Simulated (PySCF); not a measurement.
## `C(C)(=O)c1cccnc1`, C₇H₇NO

Molfile (atoms numbered from 1):
```
C7H7NO
     RDKit          3D

 16 16  0  0  0  0  0  0  0  0999 V2000
   -2.5974   -0.0415    0.6123 C   0  0  0  0  0  0  0  0  0  0  0  0
   -1.4890   -0.6752   -0.1875 C   0  0  0  0  0  0  0  0  0  0  0  0
   -1.6936   -1.6274   -0.9073 O   0  0  0  0  0  0  0  0  0  0  0  0
   -0.1106   -0.1008   -0.0768 C   0  0  0  0  0  0  0  0  0  0  0  0
    0.9212   -0.6864   -0.8187 C   0  0  0  0  0  0  0  0  0  0  0  0
    2.2010   -0.1603   -0.7214 C   0  0  0  0  0  0  0  0  0  0  0  0
    2.4023    0.9378    0.1189 C   0  0  0  0  0  0  0  0  0  0  0  0
    1.4340    1.5071    0.8311 N   0  0  0  0  0  0  0  0  0  0  0  0
    0.2107    0.9965    0.7318 C   0  0  0  0  0  0  0  0  0  0  0  0
   -2.3736   -0.0790    1.6898 H   0  0  0  0  0  0  0  0  0  0  0  0
   -3.5309   -0.5806    0.4129 H   0  0  0  0  0  0  0  0  0  0  0  0
   -2.7193    1.0188    0.3418 H   0  0  0  0  0  0  0  0  0  0  0  0
    0.6834   -1.5433   -1.4535 H   0  0  0  0  0  0  0  0  0  0  0  0
    3.0352   -0.5863   -1.2828 H   0  0  0  0  0  0  0  0  0  0  0  0
    3.4014    1.3778    0.2187 H   0  0  0  0  0  0  0  0  0  0  0  0
   -0.5619    1.4898    1.3320 H   0  0  0  0  0  0  0  0  0  0  0  0
  1  2  1  0
  2  3  2  0
  2  4  1  0
  4  5  1  0
  5  6  2  0
  6  7  1  0
  7  8  2  0
  8  9  1  0
  9  4  2  0
  1 10  1  0
  1 11  1  0
  1 12  1  0
  5 13  1  0
  6 14  1  0
  7 15  1  0
  9 16  1  0
M  END
```

Method used: TDDFT CAM-B3LYP/aug-cc-pVDZ excited states, vertical, gas phase (PySCF 2.14.0). Geometry: PBE0-D3(BJ)/def2-SVP.

Q: Give the one- and two-photon strengths of the lowest singlets.

A: δ for parallel linear polarisation; σ at the peak of a Lorentzian of half width 0.1 eV, single beam; Ω is circular over linear.
| state | E (eV) | f | photon λ (nm) | δ (au) | σ (GM) | Ω | main |
| --- | --- | --- | --- | --- | --- | --- | --- |
| S1 | 3.95 | 0.000 | 627 | 0.15 | 0.00 | 1.50 | HOMO→LUMO 0.74, HOMO−2→LUMO 0.13 |
| S2 | 4.78 | 0.001 | 518 | 0.26 | 0.00 | 1.50 | HOMO−2→LUMO 0.73, HOMO→LUMO 0.17 |
| S3 | 5.14 | 0.003 | 482 | 0.55 | 0.01 | 1.50 | HOMO→LUMO+1 0.58, HOMO−2→LUMO+1 0.38 |
| S4 | 5.28 | 0.100 | 469 | 45.8 | 0.47 | 1.07 | HOMO−1→LUMO 0.55, HOMO−1→LUMO+1 0.19 |
| S5 | 5.66 | 0.160 | 438 | 84.1 | 0.99 | 0.80 | HOMO−3→LUMO 0.42, HOMO−1→LUMO 0.35 |
| S6 | 6.33 | 0.000 | 392 | 0.37 | 0.01 | 1.50 | HOMO−2→LUMO+1 0.58, HOMO→LUMO+1 0.37 |

Among these, the strongest one-photon state is S5, the strongest two-photon state S5, with a dipole change of 2.0 D (relaxed, norm of the difference vector).
